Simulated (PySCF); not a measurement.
PySCF input for B(Me)(NCO)2 (C3H3BN2O2), SMILES CB(N=C=O)N=C=O, TDA-CAM-B3LYP/def2-SVPD. Geometry: PBE0-D3(BJ)/def2-SVP. Other conformers were not sampled.

```python
import numpy as np
from pyscf import gto, scf, dft, tdscf

mol = gto.M(
    atom='''
    B    -0.56670816   -0.40603641   -0.09919172
    C    -1.83900029   -1.30615022   -0.26774556
    H    -1.58534098   -2.33549069   -0.55961315
    H    -2.56534886   -0.88605079   -0.97728652
    H    -2.34436678   -1.37152354    0.71318092
    N    -0.60821334    0.99349976   -0.35718238
    C    -0.73061363    2.15666568   -0.60447586
    O    -0.84072126    3.29371277   -0.84289256
    N     0.66628090   -0.95334855    0.35720484
    C     1.66127548   -1.49589331    0.73744448
    O     2.63724064   -2.01690584    1.10891530
    ''',
    basis='def2-SVPD',
    charge=0,
    spin=0,
    max_memory=1600,
    verbose=4,
)
mf = dft.RKS(mol, xc='cam-b3lyp').density_fit(auxbasis='def2-universal-jkfit')
mf.grids.level = 3
mf.conv_tol = 1e-9
mf.max_cycle = 100
mf.kernel()
mf.grids = dft.Grids(mol).set(level=1).build(with_non0tab=True)  # coarser grid for the response kernel
td = tdscf.TDA(mf)
td.singlet = True
td.nstates = 10
td.conv_tol = 1e-4
td.positive_eig_threshold = 1e-6
td.kernel(x0=td.get_init_guess(mf, 15))
td.analyze()
tt = tdscf.TDA(mf)
tt.singlet = False
tt.nstates = 4
tt.conv_tol = 1e-4
tt.positive_eig_threshold = 1e-6
tt.kernel(x0=tt.get_init_guess(mf, 9))
tt.analyze(verbose=3)
```

Log of the run:

```
PySCF version 2.14.0

[INPUT] verbose = 4
[INPUT] num. atoms = 11
[INPUT] num. electrons = 56
[INPUT] charge = 0
[INPUT] spin (= nelec alpha-beta = 2S) = 0
[INPUT] symmetry False subgroup None
[INPUT] Mole.unit = angstrom
[INPUT] Symbol           X                Y                Z      unit          X                Y                Z       unit  Magmom
[INPUT]  1 B     -0.566708160000  -0.406036410000  -0.099191720000 AA   -1.070923214956  -0.767297611502  -0.187445184625 Bohr   0.0
[INPUT]  2 C     -1.839000290000  -1.306150220000  -0.267745560000 AA   -3.475206891096  -2.468266193340  -0.505965779468 Bohr   0.0
[INPUT]  3 H     -1.585340980000  -2.335490690000  -0.559613150000 AA   -2.995860266250  -4.413437770571  -1.057515589205 Bohr   0.0
[INPUT]  4 H     -2.565348860000  -0.886050790000  -0.977286520000 AA   -4.847806759365  -1.674393325555  -1.846803868029 Bohr   0.0
[INPUT]  5 H     -2.344366780000  -1.371523540000   0.713180920000 AA   -4.430211149728  -2.591803863994   1.347716616065 Bohr   0.0
[INPUT]  6 N     -0.608213340000   0.993499760000  -0.357182380000 AA   -1.149356637907   1.877442451221  -0.674976874720 Bohr   0.0
[INPUT]  7 C     -0.730613630000   2.156665680000  -0.604475860000 AA   -1.380659663574   4.075507477449  -1.142293824311 Bohr   0.0
[INPUT]  8 O     -0.840721260000   3.293712770000  -0.842892560000 AA   -1.588732928499   6.224215068283  -1.592836090834 Bohr   0.0
[INPUT]  9 N      0.666280900000  -0.953348550000   0.357204840000 AA    1.259088423029  -1.801567660751   0.675019317969 Bohr   0.0
[INPUT] 10 C      1.661275480000  -1.495893310000   0.737444480000 AA    3.139355674655  -2.826828667469   1.393568099272 Bohr   0.0
[INPUT] 11 O      2.637240640000  -2.016905840000   1.108915300000 AA    4.983662534173  -3.811399656636   2.095546212340 Bohr   0.0

nuclear repulsion = 287.712653103148
number of shells = 78
number of NR pGTOs = 276
number of NR cGTOs = 190
basis = def2-SVPD
ecp = {}


[settings echo left out]
init E= -402.008347624729
  HOMO = -0.34547799788222  LUMO = -0.0679828139326348  gap/eV = 7.55103
cycle= 1 E= -400.379992755448  delta_E= 1.63  |g|= 1.01  |ddm|= 9.05
  HOMO = -0.323494462385886  LUMO = -0.0376798580301836  gap/eV = 7.77741
cycle= 2 E= -400.113165823462  delta_E= 0.267  |g|= 1.62  |ddm|= 2.45
  HOMO = -0.365290278521668  LUMO = -0.0257838797396897  gap/eV = 9.23844
cycle= 3 E= -400.573770673074  delta_E= -0.461  |g|= 0.251  |ddm|= 1.46
  HOMO = -0.378410619007557  LUMO = -0.030947973583582  gap/eV = 9.45494
cycle= 4 E= -400.585820040366  delta_E= -0.012  |g|= 0.0748  |ddm|= 0.306
  HOMO = -0.375532353844858  LUMO = -0.0257143403111391  gap/eV = 9.51903
cycle= 5 E= -400.587005986357  delta_E= -0.00119  |g|= 0.0149  |ddm|= 0.107
  HOMO = -0.375536282781207  LUMO = -0.0260676344225512  gap/eV = 9.50953
cycle= 6 E= -400.587060551679  delta_E= -5.46e-05  |g|= 0.00324  |ddm|= 0.0298
  HOMO = -0.375636996652502  LUMO = -0.0260556444564664  gap/eV = 9.51259
cycle= 7 E= -400.587063793377  delta_E= -3.24e-06  |g|= 0.000697  |ddm|= 0.00918
  HOMO = -0.375643021751706  LUMO = -0.0259707041719919  gap/eV = 9.51507
cycle= 8 E= -400.587064013269  delta_E= -2.2e-07  |g|= 0.000333  |ddm|= 0.0024
  HOMO = -0.375636910172036  LUMO = -0.0259925979066766  gap/eV = 9.51431
cycle= 9 E= -400.587064066283  delta_E= -5.3e-08  |g|= 9.88e-05  |ddm|= 0.000838
  HOMO = -0.375653034250683  LUMO = -0.0259950275044627  gap/eV = 9.51468
cycle= 10 E= -400.587064072683  delta_E= -6.4e-09  |g|= 4.05e-05  |ddm|= 0.000314
  HOMO = -0.375649406819725  LUMO = -0.0259900276438474  gap/eV = 9.51472
cycle= 11 E= -400.587064073153  delta_E= -4.7e-10  |g|= 2.95e-05  |ddm|= 9.07e-05
  HOMO = -0.375648185671145  LUMO = -0.0259890677537342  gap/eV = 9.51471
Extra cycle  E= -400.58706407283  delta_E= 3.23e-10  |g|= 5.2e-05  |ddm|= 7.03e-05
converged SCF energy = -400.58706407283
tot grids = 48736
Overwritten attributes  positive_eig_threshold  of <class 'pyscf.tdscf.rks.TDA'>


******** <class 'pyscf.tdscf.rks.TDA'> for <class 'pyscf.df.df_jk.DFRKS'> ********
nstates = 10 singlet
deg_eia_thresh = 1.000e-03
wfnsym = None
conv_tol = 0.0001
eigh lindep = 1e-12
eigh level_shift = 0
eigh max_cycle = 100


Excitation energies (eV)
[5.60447049 5.66936139 6.59241801 7.42633938 7.61278619 7.68952196
 7.89357713 8.22413389 8.22999566 8.4416432 ]

** Singlet excitation energies and oscillator strengths **
Excited State   1:      5.60447 eV    221.22 nm  f=0.0000
      27 -> 36        0.14175
      28 -> 29       -0.68484
Excited State   2:      5.66936 eV    218.69 nm  f=0.0026
      27 -> 29        0.68440
      28 -> 36       -0.15075
Excited State   3:      6.59242 eV    188.07 nm  f=0.3168
      25 -> 36       -0.10261
      26 -> 29       -0.63856
      27 -> 34       -0.12363
      28 -> 32        0.10691
      28 -> 33       -0.17970
Excited State   4:      7.42634 eV    166.95 nm  f=0.0704
      25 -> 29        0.57405
      26 -> 36        0.17020
      27 -> 32        0.11753
      27 -> 33       -0.22872
      28 -> 34       -0.18882
Excited State   5:      7.61279 eV    162.86 nm  f=0.0124
      27 -> 31        0.28240
      28 -> 30        0.62127
      28 -> 32       -0.10976
Excited State   6:      7.68952 eV    161.24 nm  f=0.0096
      27 -> 30        0.61013
      28 -> 31        0.32149
Excited State   7:      7.89358 eV    157.07 nm  f=0.0000
      25 -> 31       -0.17615
      26 -> 30        0.62845
      26 -> 32       -0.18110
      26 -> 33        0.13424
Excited State   8:      8.22413 eV    150.76 nm  f=0.0059
      24 -> 29       -0.42808
      25 -> 33        0.16473
      26 -> 33        0.23819
      26 -> 34       -0.16845
      26 -> 35       -0.14376
      28 -> 36        0.26993
Excited State   9:      8.23000 eV    150.65 nm  f=0.0016
      24 -> 29        0.22213
      25 -> 34       -0.23382
      25 -> 38        0.10028
      26 -> 30       -0.18030
      26 -> 32       -0.19026
      26 -> 33        0.45814
      26 -> 34        0.15515
      26 -> 35       -0.11172
      28 -> 36       -0.13917
Excited State  10:      8.44164 eV    146.87 nm  f=0.0008
      25 -> 30        0.43855
      25 -> 32       -0.14506
      26 -> 31       -0.46878
      26 -> 34       -0.13906

** Transition electric dipole moments (AU) **
state          X           Y           Z        Dip. S.      Osc.
  1         0.0090     -0.0103     -0.0053      0.0002      0.0000
  2        -0.0502      0.0121      0.1254      0.0184      0.0026
  3         0.7350     -1.1189      0.4114      1.9616      0.3168
  4        -0.5036     -0.3624     -0.0447      0.3870      0.0704
  5         0.1359     -0.2057      0.0757      0.0665      0.0124
  6         0.1844      0.1292      0.0037      0.0507      0.0096
  7         0.0074     -0.0118      0.0021      0.0002      0.0000
  8        -0.0732      0.0166      0.1534      0.0292      0.0059
  9         0.0287      0.0050     -0.0846      0.0080      0.0016
 10        -0.0131      0.0149      0.0609      0.0041      0.0008

** Transition velocity dipole moments (imaginary part, AU) **
state          X           Y           Z        Dip. S.      Osc.
  1        -0.0005      0.0009      0.0006      0.0000      0.0000
  2         0.0006     -0.0040     -0.0120      0.0002      0.0005
  3         0.1017     -0.1548      0.0570      0.0376      0.1033
  4        -0.0740     -0.0536     -0.0107      0.0085      0.0207
  5         0.0244     -0.0363      0.0135      0.0021      0.0050
  6         0.0529      0.0373      0.0021      0.0042      0.0099
  7         0.0019     -0.0029      0.0005      0.0000      0.0000
  8        -0.0065     -0.0041     -0.0062      0.0001      0.0002
  9         0.0008      0.0060      0.0020      0.0000      0.0001
 10        -0.0016      0.0032      0.0109      0.0001      0.0003

** Transition magnetic dipole moments (imaginary part, AU) **
state          X           Y           Z
  1         0.1735      0.1661      0.0053
  2         0.4161     -0.6085      0.2275
  3         0.0731     -0.0206     -0.1867
  4        -0.0099      0.0152     -0.0082
  5         0.1028     -0.0556     -0.3355
  6        -0.0263      0.0369     -0.0038
  7        -0.2180     -0.1607     -0.0641
  8         0.2909     -0.2907      0.1402
  9         0.0123      0.2706     -0.0333
 10         0.1046     -0.1529      0.0576


******** <class 'pyscf.tdscf.rks.TDA'> for <class 'pyscf.df.df_jk.DFRKS'> ********
nstates = 4 triplet
deg_eia_thresh = 1.000e-03
wfnsym = None
conv_tol = 0.0001
eigh lindep = 1e-12
eigh level_shift = 0
eigh max_cycle = 100


Excitation energies (eV)
[5.42142899 5.44533625 5.51838061 6.25132311]

** Triplet excitation energies and oscillator strengths **
Excited State   1:      5.42143 eV    228.69 nm  f=0.0000
Excited State   2:      5.44534 eV    227.69 nm  f=0.0000
Excited State   3:      5.51838 eV    224.67 nm  f=0.0000
Excited State   4:      6.25132 eV    198.33 nm  f=0.0000
```

Self-consistency was reached.

Cost: roughly 6 core-minutes.
